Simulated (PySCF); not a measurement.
**Vertical excitation energies**

C₅H₁₁OP.
Z-matrix (Å and degrees, GFN2-xTB geometry), rows numbered from 1:
```
C 
C   1  1.3221
P   2  1.8090  1  118.90
O   3  1.4632  2  114.96  1    -2.72
C   3  1.8370  2  104.94  1   124.21
C   5  1.5228  3  109.86  2  -171.10
C   6  1.5209  5  111.27  3   -63.64
H   1  1.0784  2  123.26  3  -179.45
H   1  1.0793  2  119.44  3     0.54
H   2  1.0804  1  122.91  3   179.59
H   3  1.3968  2  101.89  1  -126.94
H   5  1.0954  3  106.26  2   -51.61
H   5  1.0910  3  110.04  2    65.72
H   6  1.0931  5  109.64  3   174.17
H   6  1.0925  5  108.39  3    56.27
H   7  1.0889  6  110.92  5   -57.48
H   7  1.0875  6  110.66  5  -177.98
H   7  1.0900  6  109.54  5    62.74
```

Computed with TDDFT B3LYP/def2-SVPD, vertical, gas phase, core orbitals frozen in the response in PySCF.

Problem. What does the calculation give for the low-lying excited states?

Solution. 

```tsv
state	E (eV)	λ (nm)	ν̃ (cm⁻¹)	f	main configurations (H = HOMO, L = LUMO)
S1	5.70	217.5	45990	0.012	H→L (59%), H-1→L (40%)
S2	5.80	213.6	46820	0.017	H-1→L (59%), H→L (38%)
S3	6.89	180.0	55550	0.011	H→L+1 (86%)
S4	7.06	175.5	56970	0.0040	H-1→L+1 (83%), H-1→L+3 (8%)
S5	7.26	170.7	58580	0.244	H-2→L (56%), H→L+2 (24%)
S6	7.32	169.4	59050	0.161	H→L+2 (62%), H-2→L (27%)
S7	7.45	166.4	60090	0.020	H→L+3 (61%), H→L+4 (12%), H→L+2 (8%)
S8	7.51	165.1	60580	0.018	H-1→L+2 (54%), H-2→L+1 (25%)
```

Triplets, Tamm–Dancoff:

```json
{"state": "T1", "E (eV)": "4.46", "λ (nm)": "278.3", "main configurations (H = HOMO, L = LUMO)": "H-2→L (86%)"}
{"state": "T2", "E (eV)": "5.49", "λ (nm)": "225.6", "main configurations (H = HOMO, L = LUMO)": "H-1→L (64%), H→L (33%)"}
{"state": "T3", "E (eV)": "5.68", "λ (nm)": "218.1", "main configurations (H = HOMO, L = LUMO)": "H→L (59%), H-1→L (31%), H-2→L (8%)"}
```

The lowest singlet lies at 5.70 eV (217 nm, ultraviolet) and is weak; its leading configuration is HOMO→LUMO (59%). The strongest level in the table is S5 at 7.26 eV (171 nm, f = 0.244). Löwdin shares by element: HOMO oxygen 55%, phosphorus 15%, carbon 13% or more, hydrogen 4% or more; LUMO carbon 70% or more, phosphorus 7%, hydrogen 6% or more (atoms not listed hold the other 17%). Weighted by f, the mean energy of these states is 7.20 eV. The oscillator strengths of these states sum to 0.488; summed over the whole spectrum of an exact calculation they would give the number of electrons, 64 (Thomas–Reiche–Kuhn). The listed states span 1.81 eV, and the widest gap between neighbours is 1.08 eV (S2 to S3). The window holds the lowest 8 singlets.

One conformer stands for the species.
